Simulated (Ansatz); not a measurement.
Start from `[Cl][AlH][SiH]1CO1` and change one atom or group to get `B[SiH]1CO1`.

Ansatz, PBE0-D4/def2-TZVP geometries, multiplicity 1. Each molecule was computed in one conformer, which needn't be the lowest.

```csv
property,`[Cl][AlH][SiH]1CO1`
HOMO–LUMO gap (ωB97M-V/def2-TZVPP) / eV,8.75
HOMO energy (B3LYP/def2-TZVPP) / eV,-7.21
HOMO energy (ωB97M-V/def2-TZVPP) / eV,-9.53
HOMO–LUMO gap (PBE0/def2-TZVPP) / eV,4.97
zero-point energy (PBE0-D4/def2-TZVP) / kJ/mol,126.4
size of the dipole moment (B3LYP/def2-TZVPP) / D,2.31
```

Question: What does the change do to each property? (An estimate is asked.)

Answer: Ansatz gave: 
```
                                        property  `B[SiH]1CO1`  shift
         HOMO–LUMO gap (ωB97M-V/def2-TZVPP) / eV          8.62  -0.13
             HOMO energy (B3LYP/def2-TZVPP) / eV         -7.23  -0.02
           HOMO energy (ωB97M-V/def2-TZVPP) / eV         -9.55  -0.02
            HOMO–LUMO gap (PBE0/def2-TZVPP) / eV          4.60  -0.37
  zero-point energy (PBE0-D4/def2-TZVP) / kJ/mol         155.4   29.0
size of the dipole moment (B3LYP/def2-TZVPP) / D          1.61  -0.70
```

Dipoles are sizes alone; their direction can turn.

B3LYP here is the variant with VWN-RPA as its local correlation; programs differ in this.
